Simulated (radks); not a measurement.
The numbers below are computed, except where a source is named.
The table gives one normalised radial function P(r) = r R(r) of Cu3+ in [Ar] 3d8 (r in bohr). Level of theory: non-relativistic Kohn-Sham, LDA (Slater exchange, Perdew-Wang correlation), spin-polarised, spherical densities, point nucleus; open shells are filled with parallel spins first (a radial shooting solver on a logarithmic mesh with Libxc functionals).

r,P
0.005701,0.1746
0.008171,0.2321
0.01171,0.2977
0.01679,0.3615
0.02406,0.4019
0.03421,0.3830
0.04904,0.2562
0.07029,-0.0129
0.1007,-0.3856
0.1444,-0.6804
0.2053,-0.6055
0.2943,0.0124
0.4218,0.8798
0.6046,1.3198
0.8667,1.0365
1.242,0.4688
1.766,0.1174
2.532,0.0125

Which n and l does it have? It may be an empty orbital.

Answer. n = 3, l = 0: the number of nodes gives n - l - 1 = 2, the rise at small r (about r^(l+1)) gives l, and the extent must fit the shell. The curve is that of 3s up; the table hardly tells the two spins apart. 3s up: eigenvalue -157.55 eV, 2 radial nodes at r = 0.0693, 0.293 bohr, <r> = 0.716 bohr, 90 % of the charge inside 1.07 bohr.
